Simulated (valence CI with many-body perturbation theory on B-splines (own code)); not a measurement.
**Level structure of W XXXIV**

Level of theory: relativistic CI+MBPT: five valence electrons over a frozen Dirac-Fock core [Kr], radial functions for each j: 7 s, 7 p, 8 d, 6 f, 4 g, 1 h, with the one-electron correlation potential Σ1 (screened to all orders), the two-electron term Σ2, the three-electron term Σ3, Breit, model QED; selected single and double excitations, second order for the rest (own B-spline code, finite nucleus).

The last digits are not significant, and no measured levels were compared; by estimate large intervals hold to a few tenths of a per cent, small ones and those within an open d or f shell to about a per cent. Only levels of the ground parity were solved; by the run's estimate the other parity begins above the list, which can be wrong where configurations are misplaced.

Levels 1 to 37 of 37, with energies above the lowest level, (4d3/2^4 4d5/2) J=5/2. "Leading %" is the weight of the configuration and term that name the level; weights of strongly mixed levels are sums over their largest components and can fall short. In the jj column 3d3/2^4 stands for four electrons in 3d with j = 3/2. Lifetimes count E1, E2, E3, M1 and M2 decay at the calculated energies, and are blank where another channel may lead or the interval is too uncertain; long ones can be off by a factor of two.

```
No.  Configuration  Term     J  E (eV)  Leading %  Lifetime  Second component               Leading jj
  1            4d⁵    ⁴P   5/2   0.000         28                 21 % 4d⁵ ²D     4d3/2^4 4d5/2 (91 %)
  2            4d⁵    ⁶S   5/2  12.721         38   24.8 μs       22 % 4d⁵ ²F   4d3/2^3 4d5/2^2 (86 %)
  3            4d⁵    ⁴G   7/2  17.346         35   45.0 μs       23 % 4d⁵ ²F   4d3/2^3 4d5/2^2 (98 %)
  4            4d⁵    ⁴D   3/2  17.838         41   17.9 μs       30 % 4d⁵ ⁴P   4d3/2^3 4d5/2^2 (97 %)
  5            4d⁵    ²H  11/2  18.301         41                 37 % 4d⁵ ⁴G   4d3/2^3 4d5/2^2 (97 %)
  6            4d⁵    ⁴G   9/2  19.801         34   8.82 ms       27 % 4d⁵ ²G   4d3/2^3 4d5/2^2 (94 %)
  7            4d⁵    ⁴D   5/2  20.792         32    247 μs       26 % 4d⁵ ²D   4d3/2^3 4d5/2^2 (90 %)
  8            4d⁵    ⁴P   1/2  21.656         46   1.24 ms       26 % 4d⁵ ²S   4d3/2^3 4d5/2^2 (87 %)
  9            4d⁵    ²F   7/2  22.709         39    577 μs       30 % 4d⁵ ²G   4d3/2^3 4d5/2^2 (96 %)
 10            4d⁵    ²D   3/2  28.068         56    110 μs       23 % 4d⁵ ⁴F   4d3/2^3 4d5/2^2 (82 %)
 11            4d⁵    ²D   5/2  29.987         30   9.78 μs       27 % 4d⁵ ⁶S   4d3/2^2 4d5/2^3 (84 %)
 12            4d⁵    ⁴D   7/2  32.847         52   18.9 μs       39 % 4d⁵ ⁴G   4d3/2^2 4d5/2^3 (98 %)
 13            4d⁵    ²I  11/2  33.496         51   27.5 μs       47 % 4d⁵ ⁴G   4d3/2^2 4d5/2^3 (98 %)
 14            4d⁵    ⁴G   9/2  34.107         57   28.0 μs       37 % 4d⁵ ²G   4d3/2^2 4d5/2^3 (94 %)
 15            4d⁵    ⁴D   1/2  35.100         76   15.2 μs       15 % 4d⁵ ²S   4d3/2^2 4d5/2^3 (96 %)
 16            4d⁵    ²I  13/2  35.735        100    131 μs                    4d3/2^2 4d5/2^3 (100 %)
 17            4d⁵    ⁴P   3/2  35.984         53   9.35 μs       33 % 4d⁵ ⁴F   4d3/2^2 4d5/2^3 (96 %)
 18            4d⁵    ²F   5/2  36.436         42   17.8 μs       29 % 4d⁵ ⁴D   4d3/2^2 4d5/2^3 (95 %)
 19            4d⁵    ²H   9/2  38.777         52   13.4 μs       47 % 4d⁵ ⁴F   4d3/2^2 4d5/2^3 (99 %)
 20            4d⁵    ²G   7/2  39.455         61   48.8 μs       34 % 4d⁵ ²F   4d3/2^2 4d5/2^3 (99 %)
 21            4d⁵    ⁴F   5/2  39.952         62   13.6 μs       25 % 4d⁵ ²D   4d3/2^2 4d5/2^3 (97 %)
 22            4d⁵    ²D   3/2  40.510         87   33.3 μs        8 % 4d⁵ ⁴D   4d3/2^2 4d5/2^3 (83 %)
 23            4d⁵    ⁴P   1/2  42.340         38   16.1 μs       34 % 4d⁵ ²P   4d3/2^2 4d5/2^3 (78 %)
 24            4d⁵    ²G   7/2  42.597         44   23.5 μs       37 % 4d⁵ ²F   4d3/2^2 4d5/2^3 (93 %)
 25            4d⁵    ²G   9/2  45.598         75   40.8 μs       13 % 4d⁵ ²H   4d3/2^2 4d5/2^3 (94 %)
 26            4d⁵    ⁴P   5/2  49.936         33   6.19 μs       19 % 4d⁵ ²F     4d3/2 4d5/2^4 (82 %)
 27            4d⁵    ²P   3/2  50.941         73   38.0 μs       25 % 4d⁵ ²D   4d3/2^2 4d5/2^3 (95 %)
 28            4d⁵    ²D   5/2  52.207         64   14.1 μs       23 % 4d⁵ ²F   4d3/2^2 4d5/2^3 (75 %)
 29            4d⁵    ⁴F   7/2  53.492         30   8.37 μs       29 % 4d⁵ ²F     4d3/2 4d5/2^4 (98 %)
 30            4d⁵    ²H  11/2  54.565         57   10.1 μs       27 % 4d⁵ ²I     4d3/2 4d5/2^4 (98 %)
 31            4d⁵    ²D   3/2  54.680         32   6.59 μs       28 % 4d⁵ ⁴D     4d3/2 4d5/2^4 (95 %)
 32            4d⁵    ²G   9/2  57.025         59   12.0 μs       16 % 4d⁵ ²H     4d3/2 4d5/2^4 (94 %)
 33            4d⁵    ²D   5/2  58.610         65   10.4 μs       22 % 4d⁵ ²F     4d3/2 4d5/2^4 (84 %)
 34            4d⁵    ²G   7/2  59.726         57   11.8 μs       32 % 4d⁵ ²F     4d3/2 4d5/2^4 (95 %)
 35            4d⁵    ²P   1/2  62.733         58   11.2 μs       32 % 4d⁵ ²S     4d3/2 4d5/2^4 (86 %)
 36            4d⁵    ²D   3/2  68.504         75   7.77 μs       17 % 4d⁵ ²P     4d3/2 4d5/2^4 (92 %)
 37            4d⁵    ²D   5/2  74.215         45   4.49 μs       22 % 4d⁵ ²F           4d5/2^5 (91 %)
```

The ionisation energy to 4d⁴ ³P0 of the next ion comes out as 1383.9 eV (NIST: 1386.8 ± 1.4 eV (semi-empirical)). All 37 levels together are meant to be complete up to 77.183 eV.
